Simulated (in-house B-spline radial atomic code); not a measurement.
Configurations of Mn, with energies counted from [Ar] 3d5 4s2. Method: Dirac-Hartree-Fock, average of configuration, Fermi nucleus of rms radius 3.7057 fm. Calculated with a radial B-spline atomic code at the basis-set limit. Energies include first-order Breit, QED and recoil terms.

Occupations are held fixed; configurations that lie above the ionisation limit could autoionise.

```tsv
configuration	E - E(ref) (eV)	highest orbital	its <r> (bohr)
[Ar] 3d5 4s1 6p1	5.7709	6p3/2	22.84
[Ar] 3d5 4s1 4f1	5.7848	4f7/2	17.97
[Ar] 3d5 4s1 6g1	6.2578	6g9/2	44
[Ar] 3d4 4s2 6p1	10.107	6p3/2	21.71
[Ar] 3d4 4s2 5f1	10.473	5f7/2	31.43
[Ar] 3d4 4s2 6g1	10.64	6g9/2	44
[Ar] 3d4 4s2 7f1	10.74	7f7/2	67.39
[Ne] 3s2 3p5 3d6 4s2	51.998	4s1/2	3.287
[Ne] 3s2 3p5 3d5 4s2 8s1	62.829	8s1/2	43.72
[Ne] 3s2 3p5 3d5 4s2 6g1	62.919	6g9/2	44
[Ne] 3s2 3p5 3d5 4s2 7f1	63.019	7f7/2	67.4
```

**Question.** Order these further configurations by energy, lowest first.
A. [Ar] 3d5 4s1 7f1
B. [Ar] 3d4 4s2 7p1
C. [Ar] 3d4 4s2 7s1
D. [Ne] 3s2 3p5 3d5 4s2 5s1
E. [Ar] 3d4 4s2 8s1

**Answer.** A (6.3579 eV), C (10.312 eV), B (10.445 eV), E (10.55 eV), D (60.839 eV).

**Question.** How far above the reference does [Ne] 3s2 3p5 3d5 4s2 5g1 lie?

**Answer.** 62.753 eV; its least bound orbital is 5g9/2 with <r> = 27.5 bohr.

**Question.** How far above the reference does [Ar] 3d4 4s2 6s1 lie?

**Answer.** 9.8277 eV; its least bound orbital is 6s1/2 with <r> = 17.36 bohr.

**Question.** How far above the reference does [Ar] 3d4 4s2 4p1 lie?

**Answer.** 5.938 eV; its least bound orbital is 4p3/2 with <r> = 3.871 bohr.

**Question.** One of these lies 9.328 eV from the reference. Which?
A. [Ar] 3d6 4s1
B. [Ar] 3d4 4s2 5p1
C. [Ar] 3d4 4s2 5s1

**Answer.** B.
